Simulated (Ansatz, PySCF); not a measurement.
This PySCF input computes a PBE/def2-TZVPD energy:

```python
from pyscf import gto, scf, dft

mol = gto.M(
    atom='''
    Ge   -0.08477720   -0.07437620   -0.00531560
    O    -1.30740316   -1.14700261   -0.08197526
    F    -0.02643976    1.54895718   -0.55155935
    F     1.49000595   -0.26495060    0.64332616
    ''',
    basis='def2-tzvpd',
    charge=0,
    spin=0,
    verbose=4,
)

mf = dft.RKS(mol, xc='pbe').density_fit(auxbasis='def2-universal-jkfit')
mf.grids.level = 3
mf.conv_tol = 1e-9
mf.max_cycle = 100
mf.max_memory = 1500
mf.kernel()
if not mf.converged:
    mf = mf.newton()
    mf.kernel(mf.make_rdm1())
mf.analyze()
```

**Question.** Write an input for the same energy in Ansatz (a first-principles code) and say what it gives.

**Answer.** 
Ansatz 0.2 input:
```yaml
crystal:
  periodic: [false, false, false]
  atoms:
    - {symbol: Ge, position_ang: [-0.08477720, -0.07437620, -0.00531560]}
    - {symbol: O, position_ang: [-1.30740316, -1.14700261, -0.08197526]}
    - {symbol: F, position_ang: [-0.02643976, 1.54895718, -0.55155935]}
    - {symbol: F, position_ang: [1.49000595, -0.26495060, 0.64332616]}
basis:
  gaussian:
    orbitals: def2-TZVPD
hamiltonian:
  xc: {name: PBE}
output: {forces: true}
```
It gives -2351.51068 Eh, and PySCF -2351.51075 Eh, a difference of 0.07 mEh, from the treatment of integrals and grids.
